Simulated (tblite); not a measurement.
Compound: C4H4NO3S (doublet state).
Numbering: `[O:1]=[S:2](=[O:3])([OH:4])[c:5]1[c:6][cH:7][cH:8][nH:9]1` (hydrogens: H10 on O4; H11 on C7; H12 on C8; H13 on N9)

Cartesian coordinates in Å at the GFN2-xTB level; atoms count from 1:
```xyz
13
C4H4NO3S angstrom
O     -2.143   -1.300    0.119
S     -1.767   -0.085   -0.532
O     -2.145    0.146   -1.889
O     -2.344    1.147    0.332
C     -0.039    0.073   -0.280
C      0.960    0.899   -0.695
C      2.164    0.507   -0.111
C      1.851   -0.583    0.675
N      0.525   -0.835    0.570
H     -2.673    1.823   -0.263
H      3.128    0.953   -0.241
H      2.497   -1.178    1.291
H     -0.019   -1.566    1.005
```

Computed with GFN2-xTB (tblite): harmonic, unscaled wavenumbers at the GFN2-xTB geometry, gas phase. This tight-binding method is rough: wavenumbers can miss measured ones by several per cent, in bad cases by 10 to 20. One conformer, not necessarily the lowest. Open shells enter through the occupations alone, without spin polarisation, and single modes of such species can be off by tens of per cent.

Harmonic wavenumbers (cm⁻¹): 48.2, 101.3, 137.8, 211.3, 299.1, 327.3, 354.8, 412.2, 446.7, 526.0, 547.9, 567.8, 658.0, 732.1, 748.5, 811.0, 821.6, 879.1, 893.8, 1046.1, 1088.5, 1119.1, 1134.8, 1250.4, 1290.5, 1344.8, 1384.4, 1418.6, 1520.9, 3157.3, 3188.8, 3429.4, 3604.8.

A = 3383, B = 1065, C = 964.9 MHz; mass 145.991 u (most abundant isotopes); point group C1, symmetry number 1; spin multiplicity 2.

Q: Zero-point energy?

A: Half the sum of the wavenumbers: 17751 cm⁻¹ = 50.75 kcal/mol.

Q: Entropy at 400 K, 1 bar (ideal gas, RRHO, classical rotation)?

A: Translation 42.33, rotation 29.79, vibration 30.89, spin (R ln 2) 1.38: S = 104.4 cal/(mol K).

Q: And Cp and H(400 K) − H(0)?

A: Cp = 40.73 cal/(mol K), of which vibrations give 32.78 (their classical limit is 33 R = 65.6); H(400 K) − H(0) = 9.81 kcal/mol without the zero-point energy, 6.63 from vibrations.

Q: Blend soft modes into free rotors: weight 1/[1 + (100 cm⁻¹/ν̃)⁴] for the oscillator and the rest for a rotor with moment μB/(μ + B), μ = h/(8π²ν), B = 10⁻⁴⁴ kg m². What vibrational entropy results?

A: 28.82 cal/(mol K) in place of 30.89, which changes −T·S at 400 K by +0.83 kcal/mol.

Q: Which modes carry the vibrational entropy at 400 K?

A: 48.2 cm⁻¹: 5.47; 101.3 cm⁻¹: 4.00; 137.8 cm⁻¹: 3.40; 211.3 cm⁻¹: 2.58; 299.1 cm⁻¹: 1.94; 327.3 cm⁻¹: 1.77 cal/(mol K); the other 27 give 11.72 together.

Hindered rotation and anharmonicity are outside this model. Other conformers, if any are populated, would add a mixing term that is left out. The structure is chiral; the term R ln 2 for an equal mix with its mirror image is left out.
